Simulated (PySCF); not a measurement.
H$_{2}$AlClO$_{2}$ (SMILES [OH][Al]([OH])[Cl]), singlet, at a GFN2-xTB geometry (such geometries of metal compounds can be far from the true shape); M062X/cc-pVDZ (PySCF).

PySCF was given this input:
```python
from pyscf import gto, scf, dft, solvent

mol = gto.M(
    atom='''
Al    0.325658    0.225246    0.010608
Cl   -1.323602   -0.954862   -0.018578
O     0.251450    1.605927   -0.884170
H     0.649607    2.404889   -1.197465
O     1.680078   -0.153325    0.874406
H     2.165852   -0.721255    1.453511
''',
    basis='cc-pvdz',
    charge=0,
    spin=0,
    verbose=4,
)

mf = dft.RKS(mol)
mf.xc = 'm062x'
mf.kernel()
```

What the program printed (banner, timings and long lists left out):

```
PySCF version 2.14.0

[INPUT] verbose = 4
[INPUT] num. atoms = 6
[INPUT] num. electrons = 48
[INPUT] charge = 0
[INPUT] spin (= nelec alpha-beta = 2S) = 0
[INPUT] symmetry False subgroup None
[INPUT] Mole.unit = angstrom
[INPUT] Symbol           X                Y                Z      unit          X                Y                Z       unit  Magmom
[INPUT]  1 Al     0.325658000000   0.225246000000   0.010608000000 AA    0.615404430274   0.425653250654   0.020046214729 Bohr   0.0
[INPUT]  2 Cl    -1.323602000000  -0.954862000000  -0.018578000000 AA   -2.501245277927  -1.804427666754  -0.035107331942 Bohr   0.0
[INPUT]  3 O      0.251450000000   1.605927000000  -0.884170000000 AA    0.475171634022   3.034762206044  -1.670839147557 Bohr   0.0
[INPUT]  4 H      0.649607000000   2.404889000000  -1.197465000000 AA    1.227579318600   4.544581569979  -2.262880893752 Bohr   0.0
[INPUT]  5 O      1.680078000000  -0.153325000000   0.874406000000 AA    3.174887287907  -0.289742258049   1.652387861676 Bohr   0.0
[INPUT]  6 H      2.165852000000  -0.721255000000   1.453511000000 AA    4.092867106341  -1.362974415973   2.746737709043 Bohr   0.0

nuclear repulsion = 202.939357887873
number of shells = 26
number of NR pGTOs = 148
number of NR cGTOs = 74
basis = cc-pvdz
ecp = {}

******** <class 'pyscf.dft.rks.RKS'> ********
method = RKS
initial guess = minao
damping factor = 0
level_shift factor = 0
DIIS = <class 'pyscf.scf.diis.CDIIS'>
diis_start_cycle = 1
diis_space = 8
diis_damp = 0
SCF conv_tol = 1e-09
SCF conv_tol_grad = None
SCF max_cycles = 50
direct_scf = True
direct_scf_tol = 1e-13
XC library pyscf.dft.libxc version 7.1.2
    S. Lehtola, C. Steigemann, M. J. T. Oliveira, and M. A. L. Marques,  SoftwareX 7, 1–5 (2018)
XC functionals = m062x
    Y. Zhao and D. G. Truhlar,  Theor. Chem. Acc. 120, 215 (2008)
    Y. Zhao and D. G. Truhlar,  Theor. Chem. Acc. 120, 215 (2008)
radial grids:
    Treutler-Ahlrichs [JCP 102, 346 (1995); DOI:10.1063/1.469408] (M4) radial grids

becke partition: Becke, JCP 88, 2547 (1988); DOI:10.1063/1.454033
pruning grids: <function nwchem_prune>
grids dens level: 3
symmetrized grids: False
atomic radii adjust function: <function treutler_atomic_radii_adjust>
small_rho_cutoff = 0
Set gradient conv threshold to 3.16228e-05
Initial guess from minao.
tot grids = 85840
init E= -854.654393852021
  HOMO = -0.429561925157678  LUMO = -0.0759685527054397  gap/eV = 9.62177
cycle= 1 E= -854.208541567907  delta_E= 0.446  |g|= 0.892  |ddm|= 2.09
  HOMO = -0.25111811229842  LUMO = 0.0374893161521892  gap/eV = 7.85341
cycle= 2 E= -854.15729204078  delta_E= 0.0512  |g|= 1.06  |ddm|= 1.11
  HOMO = -0.366720790372687  LUMO = 0.0202501640391501  gap/eV = 10.53002
cycle= 3 E= -854.362090303229  delta_E= -0.205  |g|= 0.0573  |ddm|= 0.592
  HOMO = -0.377238512494139  LUMO = 0.02105226439491  gap/eV = 10.83804
cycle= 4 E= -854.36287069348  delta_E= -0.00078  |g|= 0.0166  |ddm|= 0.0621
  HOMO = -0.374020848785623  LUMO = 0.0214086923492651  gap/eV = 10.76019
cycle= 5 E= -854.36295244675  delta_E= -8.18e-05  |g|= 0.0037  |ddm|= 0.021
  HOMO = -0.374183522684809  LUMO = 0.0217986759078355  gap/eV = 10.77522
cycle= 6 E= -854.362956640909  delta_E= -4.19e-06  |g|= 0.00116  |ddm|= 0.00441
  HOMO = -0.374246472498028  LUMO = 0.021690414096363  gap/eV = 10.77399
cycle= 7 E= -854.362956907832  delta_E= -2.67e-07  |g|= 0.000597  |ddm|= 0.00107
  HOMO = -0.374233778106637  LUMO = 0.021675876217496  gap/eV = 10.77325
cycle= 8 E= -854.362956978444  delta_E= -7.06e-08  |g|= 0.000124  |ddm|= 0.000408
  HOMO = -0.374233580123378  LUMO = 0.0216851336340933  gap/eV = 10.77350
cycle= 9 E= -854.362956982843  delta_E= -4.4e-09  |g|= 2.3e-05  |ddm|= 0.000129
  HOMO = -0.37423762732671  LUMO = 0.0216833041710323  gap/eV = 10.77356
cycle= 10 E= -854.362956983037  delta_E= -1.94e-10  |g|= 3.93e-06  |ddm|= 2.74e-05
  HOMO = -0.374237274785382  LUMO = 0.0216839751617064  gap/eV = 10.77357
Extra cycle  E= -854.362956983046  delta_E= -8.87e-12  |g|= 1.9e-06  |ddm|= 6.56e-06
converged SCF energy = -854.362956983046
```
